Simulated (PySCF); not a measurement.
The numbers are results of ωB97X-D3(BJ)/def2-TZVP // PBE0-D3(BJ)/def2-SVP (PySCF 2.14.0), not measurements. Isolated molecules, 0 K electronic values unless said otherwise. One relaxed conformer stands for a flexible species; it need not be the lowest. Delta-SCF ions had no search for a lower state. Excitations are Tamm–Dancoff values on a coarser integration grid. The basis has no diffuse functions, so Rydberg states are missing or too high.

Reference species (SMILES): `Bc1ccc(O)s1` (neutral, multiplicity 1).

S1–T1 gap (TDA): 1.80 eV
vertical electron affinity (Delta-SCF): 0.07 eV
S1 oscillator strength: 0.417

Changed species: `c1(B)ccsc1O`.

**Question.** Predict the effect on the S1–T1 gap (TDA), vertical electron affinity (Delta-SCF) and S1 oscillator strength.

**Answer.** the S1–T1 gap (TDA) falls by 0.23 eV, to 1.57 eV; the vertical electron affinity (Delta-SCF) decreases by 0.25 eV, to -0.18 eV; the S1 oscillator strength decreases by 0.312, to 0.105.
